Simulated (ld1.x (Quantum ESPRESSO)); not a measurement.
gallium, TM: configuration errors across variants

* Element: gallium
* Generator: ld1.x (Quantum ESPRESSO) 7.5
* Type: norm-conserving Troullier–Martins (Kleinman–Bylander form)
* Functional: PBEsol
* Relativity: scalar-relativistic
* Frozen core: [Ar] 3d10
* Valence charge: 3
* Reference configuration: 4s1 4p0 (charge +2)
* Partial waves: 4p (bound, empty): rc 2.10 bohr; 4d channel at 0.3 Ry: rc 1.95 bohr; 4s (bound): rc 1.80 bohr
* Local potential: the s channel
* Core correction: a·sin(br)/r model core inside 1.05 bohr

All-electron excitation energies from the reference (eV): (1) 4s2 4p1 -26.815; (2) 4s2 4p0 -21.136; (3) 4s2 4p0.5 -24.788; (4) 4s1 4p1 -13.731; (5) 4s2 4p1.3 -27.346; (6) 4s0 4p3 -13.425; (7) 4s1 4p2 -20.264.

2 further variants failed, have other tests or another functional or relativity, and are left out.

A true bound ghost makes a file unfit for plane-wave use even where its test errors are small: the radial tests pick states by their node count and pass the ghost by.

Errors AE − PS in meV (a dash: test not solved or not reliable):

| change | (1) | (2) | (3) | (4) | (5) | (6) | (7) | bound ghosts |
| --- | --- | --- | --- | --- | --- | --- | --- | --- |
| base | -155 | -96 | -133 | -35 | -161 | -31 | -75 | d |
| wave 4d channel at 0.3 Ry: rc 1.95 bohr becomes 4d channel at 0.26 Ry: rc 1.95 bohr | -155 | -96 | -133 | -35 | -161 | -31 | -75 | d |
| wave 4s (bound): rc 1.80 bohr becomes 4s (bound): rc 1.68 bohr | -155 | -96 | -133 | -35 | -161 | -31 | -75 | d |
| wave 4d channel at 0.3 Ry: rc 1.95 bohr becomes 4d channel at 0.3 Ry: rc 2.12 bohr | -155 | -96 | -133 | -35 | -161 | -31 | -75 | d |

(1) Give the same row for: local potential all-electron potential smoothed inside 1.60 bohr (lloc = -2).

Answers

(1) -145, -93, -126, -32, -150, -26, -67; bound ghosts: none.
